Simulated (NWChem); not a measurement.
Everything below was run with NWChem. System: sulfur tetrafluoride (F$_{4}$S), charge 0, spin multiplicity 1, at a geometry optimised with PBE/def2-SVP. Level: BLYP/def2-SVP.

The NWChem input:

```
start mol
memory heap 200 mb stack 900 mb global 1100 mb
geometry units angstroms nocenter noautoz
  F      0.000000    -1.242396    -0.639768
  S      0.000000     0.000000     0.389411
  F      1.685546     0.000000     0.293625
  F     -1.685546     0.000000     0.293625
  F      0.000000     1.242396    -0.639768
  symmetry group C2v
end
basis spherical
  * library def2-svp
end
dft
  xc becke88 lyp
  semidirect memsize 60000000 filesize 0
  iterations 100
end
task dft energy
```

Output (cleaned and shortened):

```
             Northwest Computational Chemistry Package (NWChem) 7.3.0
             --------------------------------------------------------

                                NWChem Input Module
                                -------------------

 Scaling coordinates for geometry "geometry" by  1.889725989
 (inverse scale =  0.529177249)

 Turning off AUTOSYM since
 SYMMETRY directive was detected!

                             Geometry "geometry" -> ""
                             -------------------------

 Output coordinates in angstroms (scale by  1.889725989 to convert to a.u.)

  No.       Tag          Charge          X              Y              Z
 ---- ---------------- ---------- -------------- -------------- --------------
    1 F                    9.0000     0.00000000    -1.24239600    -0.63976800
    2 S                   16.0000     0.00000000     0.00000000     0.38941100
    3 F                    9.0000     1.68554600     0.00000000     0.29362500
    4 F                    9.0000    -1.68554600     0.00000000     0.29362500
    5 F                    9.0000     0.00000000     1.24239600    -0.63976800

 Effective nuclear repulsion energy (a.u.)     289.4903652699

            Nuclear Dipole moment (a.u.)
            ----------------------------
        X                 Y               Z
 ---------------- ---------------- ----------------
     0.0000000000     0.0000000000     0.0000037795

      Symmetry information
      --------------------

 Group name             C2v
 Group number             16
 Group order               4
 No. of unique centers     3

      Symmetry unique atoms

     1    2    3


 Summary of "ao basis" -> "" (spherical)
 ------------------------------------------------------------------------------
       Tag                 Description            Shells   Functions and Types
 ---------------- ------------------------------  ------  ---------------------
 *                          def2-svp                  on all atoms

                                 NWChem DFT Module
                                 -----------------
[...]
 Vector   26  Occ=2.000000D+00  E=-2.910736D-01  Symmetry=a1
              MO Center= -8.5D-15, -1.4D-15,  4.1D-01, r^2= 2.7D+00
   Bfn.  Coefficient  Atom+Function         Bfn.  Coefficient  Atom+Function
  ----- ------------  ---------------      ----- ------------  ---------------
    18      0.395663  2 S  s                 38      0.307263  3 F  pz
    52      0.307263  4 F  pz                17      0.303495  2 S  s
    36     -0.276288  3 F  px                50      0.276288  4 F  px
    24      0.227294  2 S  pz                16     -0.218487  2 S  s
    41     -0.218806  3 F  pz                55     -0.218806  4 F  pz

 Vector   27  Occ=0.000000D+00  E=-1.139250D-01  Symmetry=b2
              MO Center= -1.4D-15,  2.1D-15,  3.8D-01, r^2= 1.8D+00
   Bfn.  Coefficient  Atom+Function         Bfn.  Coefficient  Atom+Function
  ----- ------------  ---------------      ----- ------------  ---------------
    26      0.786793  2 S  py                23      0.484671  2 S  py
     6     -0.256657  1 F  pz                66      0.256657  5 F  pz
     3      0.253709  1 F  s                 63     -0.253709  5 F  s
    20      0.244467  2 S  py                 9      0.228728  1 F  pz
    69     -0.228728  5 F  pz                37      0.165578  3 F  py

 Vector   28  Occ=0.000000D+00  E=-5.465454D-02  Symmetry=a1
              MO Center= -2.4D-16, -5.2D-15, -7.2D-02, r^2= 1.8D+00
   Bfn.  Coefficient  Atom+Function         Bfn.  Coefficient  Atom+Function
  ----- ------------  ---------------      ----- ------------  ---------------
    17      0.715493  2 S  s                 27     -0.632740  2 S  pz
    24     -0.461939  2 S  pz                16     -0.328202  2 S  s
     5      0.320373  1 F  py                65     -0.320373  5 F  py
     8     -0.278838  1 F  py                68      0.278838  5 F  py
     3     -0.240631  1 F  s                 63     -0.240631  5 F  s

 Vector   29  Occ=0.000000D+00  E= 1.967739D-02  Symmetry=b1
              MO Center=  3.4D-15,  3.6D-17,  4.0D-01, r^2= 1.9D+00
   Bfn.  Coefficient  Atom+Function         Bfn.  Coefficient  Atom+Function
  ----- ------------  ---------------      ----- ------------  ---------------
    25      0.925730  2 S  px                22      0.586007  2 S  px
    35     -0.365255  3 F  s                 49      0.365255  4 F  s
    39      0.348469  3 F  px                53      0.348469  4 F  px
    36     -0.334120  3 F  px                50     -0.334120  4 F  px
    19      0.279719  2 S  px                34     -0.149290  3 F  s

 center of mass
 --------------
 x =   0.00000000 y =   0.00000000 z =  -0.01228801

 moments of inertia (a.u.)
 ------------------
         293.976132492185           0.000000000000           0.000000000000
           0.000000000000         470.035005523542           0.000000000000
           0.000000000000           0.000000000000         594.943844322097

     Multipole analysis of the density
     ---------------------------------

     L   x y z        total         alpha         beta         nuclear
     -   - - -        -----         -----         ----         -------
     0   0 0 0     -0.000000    -26.000000    -26.000000     52.000000

     1   1 0 0      0.000000      0.000000      0.000000      0.000000
     1   0 1 0      0.000000      0.000000      0.000000      0.000000
     1   0 0 1      0.383017      0.191507      0.191507      0.000004

     2   2 0 0    -27.424124   -105.022705   -105.022705    182.621285
     2   1 1 0      0.000000      0.000000      0.000000      0.000000
     2   1 0 1      0.000000      0.000000      0.000000      0.000000
     2   0 2 0    -23.283733    -61.250843    -61.250843     99.217954
     2   0 1 1      0.000000      0.000000      0.000000      0.000000
     2   0 0 2    -22.622193    -31.569016    -31.569016     40.515839

 Task  times  cpu:        0.5s     wall:        0.5s

 Total times  cpu:        0.6s     wall:        0.6s
```
